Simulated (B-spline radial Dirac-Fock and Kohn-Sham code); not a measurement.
# Dipole and non-dipole photoemission parameters of Cl 1s

System: atomic chlorine, configuration 1s2 2s2 2p6 3s2 3p5; threshold 2822.0 eV (tabulated edge). These are calculated numbers from a radial finite-basis atomic code; the model is Dirac-Hartree-Slater photoionisation with a Latter tail; cross sections with all multipoles, angular parameters from the dipole term and its interference with E2.

For linearly polarised light dσ/dΩ = σ/(4π) [1 + β P₂(cos θ) + (δ + γ cos²θ) sin θ cos φ], with θ from the polarisation vector and φ the angle between the beam and the projection of the electron momentum on the plane normal to the polarisation.

```tsv
hν (eV)	σ (kb)	β	γ
4130	35.0	2.000	0.590
5414.7	17.0	2.000	0.975
5500	16.3	2.000	0.997
5600	15.5	2.000	1.021
7390	7.23	2.000	1.400
7400	?	?	?
8047.8	5.69	2.000	1.518
12000	1.81	2.000	2.106
13200	1.37	1.999	2.256
```

Question: Give the values at 7400 eV.

Answer: σ = 7.20 kb, β = 2.000, γ = 1.402. For an s subshell δ is negligible.
